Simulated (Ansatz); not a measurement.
`[CH3][SnH2][SiH2]N` + `F[SiH]([SiH3])S` → `CS[SiH](F)[SiH3]` + `N[SiH2][SnH3]`  (substitution at a C–Sn bond)

Computed with Ansatz on PBE0-D4/def2-TZVP structures; ΔE is electronic, products minus reactants. CCSD(T)/CBS is the MP2 limit (def2-TZVPP, def2-QZVPP) plus CCSD(T) − MP2 in def2-TZVPP, frozen cores. Elements past krypton have def2 core potentials. For Sn outer-core shells are correlated without core-valence functions, which leaves a few kJ/mol of doubt a bond. Each species was taken in one conformer, which may not be the lowest.

`[CH3][SnH2][SiH2]N`:

```xyz
13

C    -1.974   -0.657   -0.824
Sn   -0.962    0.875    0.296
Si    1.599    0.632    0.094
N     2.246   -0.883    0.619
H    -1.663   -1.642   -0.474
H    -1.733   -0.566   -1.884
H    -3.052   -0.561   -0.696
H    -1.454    0.730    1.936
H    -1.521    2.400   -0.258
H     1.975    0.789   -1.338
H     2.251    1.708    0.889
H     2.097   -1.698    0.045
H     2.190   -1.127    1.596
```

`F[SiH]([SiH3])S`:

Cartesian coordinates in Å:
```
F -2.088 0.797 -0.161
Si -0.859 -0.121 -0.632
Si 1.111 0.762 0.268
S -1.113 -2.140 -0.022
H -0.895 -0.181 -2.113
H 2.270 0.055 -0.336
H 1.225 2.221 0.003
H 1.107 0.528 1.737
H -0.758 -1.921 1.256
```

`CS[SiH](F)[SiH3]`:

```xyz
12

C     1.521    1.705    1.165
S     0.439    0.257    1.363
Si   -0.347    0.064   -0.584
F    -1.411    1.223   -0.921
Si   -1.386   -2.030   -0.703
H     2.210    1.562    0.333
H     0.933    2.609    1.015
H     2.092    1.799    2.088
H     0.753    0.255   -1.567
H    -2.198   -2.126   -1.944
H    -2.267   -2.230    0.477
H    -0.340   -3.087   -0.722
```

`N[SiH2][SnH3]`:

Cartesian coordinates in Å:
```
N -1.401 -0.811 0.936
Si -0.154 -0.949 -0.247
Sn 0.974 1.340 -0.484
H -1.197 -0.396 1.831
H -2.080 -1.550 1.031
H -0.796 -1.351 -1.527
H 0.902 -1.968 0.039
H 1.357 1.977 1.058
H -0.038 2.472 -1.267
H 2.432 1.236 -1.370
```

| level | ΔE (kJ/mol) |
| --- | --- |
| CCSD(T)/def2-TZVPP | 37.0 |
| HF/def2-QZVPP | 28.9 |
| MP2/CBS(def2) | 41.4 |
| CCSD/CBS(def2) | 38.3 |

**Question.** What does CCSD(T)/CBS give? (An estimate is asked.)

**Answer.** The calculation gave: +38.7 kJ/mol. The listed levels differ from it by -1.7, -9.8, 2.7, -0.4 kJ/mol.

Largest T1 diagnostic among the species: 0.013.

In def2-TZVPP, CCSD(T) changes the Hartree–Fock value by +8.5 kJ/mol (the triples alone add +0.4 kJ/mol) and MP2 by +11.2 kJ/mol.
